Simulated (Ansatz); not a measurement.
Reaction (atomization): `C=C[CH2][Ga]([F])[F]` → 3 C• + 2 F• + Ga• + 5 H•

Computed with Ansatz on PBE0-D4/def2-TZVP structures; ΔE is electronic, products minus reactants. CCSD(T)/CBS adds triple-zeta CCSD(T) − MP2 to the extrapolated MP2 energy (def2 sets, frozen cores). This one scheme is used for every species, atoms too. For atomizations the MP2-based limit and the directly extrapolated one differ by several kJ/mol either way, and by 10 to 25 for some Ge, Se and Sn compounds, so smaller differences from it don't rank the levels. Functionals use def2-TZVPP. No spin–orbit coupling; open shells (•) take unrestricted orbitals. Spin–orbit coupling would lower the free atoms: a little for C, F; clearly for Ga. For Ga outer-core shells are correlated without core-valence functions, so the limit isn't a true one: a few kJ/mol of doubt a bond, and 10 to 20 or more in all where bonds break to atoms. Scalar relativity is left out up to krypton. Each species was taken in one conformer, which may not be the lowest.

```json
{"species": "`C=C[CH2][Ga]([F])[F]`", "BHLYP-D4 energy (Eh)": "-2241.91158"}
{"species": "C•", "BHLYP-D4 energy (Eh)": "-37.84774"}
{"species": "F•", "BHLYP-D4 energy (Eh)": "-99.74467"}
{"species": "Ga•", "BHLYP-D4 energy (Eh)": "-1924.78601"}
{"species": "H•", "BHLYP-D4 energy (Eh)": "-0.49854"}
```

Question: Work out ΔE.

Answer: ΔE = 5 × (-0.49854) + 3 × (-37.84774) + 2 × (-99.74467) + (-1924.78601) − (-2241.91158) = 1.60031 Eh = +43.55 eV. CCSD(T)/CBS gives +45.30 eV.

Largest T1 diagnostic among the species: 0.013.

The D4 term adds +0.38 eV with B3LYP and +0.20 eV with PBE0; it sums over pairs of atoms, weighted by their polarisabilities, and B3LYP, whose exchange is more repulsive, gets the larger term. From PBE to PBE0 (25 % exact exchange), in def2-TZVPP and without D4, ΔE moves by −0.93 eV: exact exchange takes away binding that semilocal exchange gives to molecules. At CCSD(T), def2-SVP lies −1.99 eV from the extrapolated value and def2-TZVPP −0.99 eV: correlation converges slowly with the basis, and small sets miss more of it in the bonded molecule than in its fragments.

B3LYP here is the variant with VWN-RPA as its local correlation; programs differ in this.
